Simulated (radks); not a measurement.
The numbers below are computed, except where a source is named.
Initial-state core-level shifts of the rhenium ion Re3+ when its valence configuration changes from [Xe] 4f14 5d4. Level of theory: scalar-relativistic Kohn-Sham, PBEsol, spin-polarised, spherical densities, finite nucleus; open shells are filled with parallel spins first (spin-orbit coupling, left out, can overturn this in heavy ions); Fermi nuclear charge, rms radius 5.3698 fm (a radial shooting solver on a logarithmic mesh with Libxc functionals). Shifts are changes of the shell-averaged eigenvalues in eV (positive: less bound); the change of the density at the nucleus, which sets a Mossbauer isomer shift, is in e/bohr^3, on a base of 1.647e+06.

| valence | 3s | 3p | 3d | 4p | density at nucleus |
|---|---|---|---|---|---|
| 4f14 5d3 6p1 | -5.309 | -5.309 | -5.330 | -5.279 | +12.8 |
| 4f13 5d4 6p1 | -18.582 | -18.553 | -18.434 | -16.765 | +104.7 |
| 4f14 5d3 6s1 | -3.863 | -3.863 | -3.885 | -3.830 | +175.7 |
| 4f12.5 5d4 6p1.5 | -28.286 | -28.241 | -28.062 | -25.410 | +160.3 |
| 4f13.5 5d4 6p0.5 | -9.150 | -9.136 | -9.077 | -8.290 | +51.3 |
| 4f14 5d3.5 6s0.5 | -1.918 | -1.918 | -1.928 | -1.903 | +86.1 |
| 4f13 5d3.5 6s1.5 | -19.271 | -19.243 | -19.137 | -17.424 | +365.1 |
| 4f13.5 5d4 6s0.5 | -8.424 | -8.411 | -8.352 | -7.563 | +133.2 |
| 4f14 5d2 6p2 | -10.683 | -10.683 | -10.730 | -10.612 | +27.7 |
